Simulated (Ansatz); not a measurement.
## Pulling the pair apart

The pair of H₂ (SMILES [H][H], atoms 1–2) and F₂ (SMILES FF, atoms 3–4), both closed shells, in one local arrangement (a lower one may exist), relaxed at PBE0-D4/def2-TZVP:

```xyz
4
angstrom
H 0.0376 0.0380 -1.3036
H -0.1342 -0.1341 -2.0090
F -0.4206 -0.4222 1.8358
F 0.5172 0.5183 1.4768
```

F₂ is shifted rigidly along the line between the mean atom positions of the two fragments (negative: closer). Counterpoise interaction energies in kcal/mol. Program: Ansatz 0.2.0. Basis: def2-TZVPPD. Cores are frozen in the correlated methods.

```
shift (Å)  PBE-D4  r2SCAN-D4    HF
    -0.29   -0.19       0.02  0.44
    -0.14   -0.26      -0.06  0.25
     0.00   -0.27      -0.09  0.14
     0.14   -0.26      -0.09  0.08
     0.34   -0.22      -0.08  0.03
     0.72   -0.14      -0.05  0.00
     1.43   -0.04      -0.02  0.00
     2.86    0.00       0.00  0.00
```

(1) What does CCSD(T) give at these shifts? (An estimate is asked for; the value comes from the calculation.)

T1 diagnostic: at most 0.012. The restricted Hartree–Fock reference is unstable towards an unrestricted one here.

Results:

(1) The calculation gives: -0.02, -0.10, -0.14, -0.14, -0.12, -0.08, -0.03, -0.01 kcal/mol. For zero shift, CCSD(T) at an estimated basis limit (MP2 extrapolated from triple and quadruple zeta, plus CCSD(T) − MP2 in triple zeta) gives -0.15 kcal/mol. These are counterpoise interaction energies, counted from the two frozen fragments.

For scale, one of the runs: CCSD(T)/def2-TZVPPD, 114 basis functions, launched by `ansatz run in.yaml --threads 2 --pin off --events-out ev --progress --plain --max-ram 5222MiB`. The run took about 3.7 s on 2 CPU threads of an Arm Neoverse V2 (shared host).
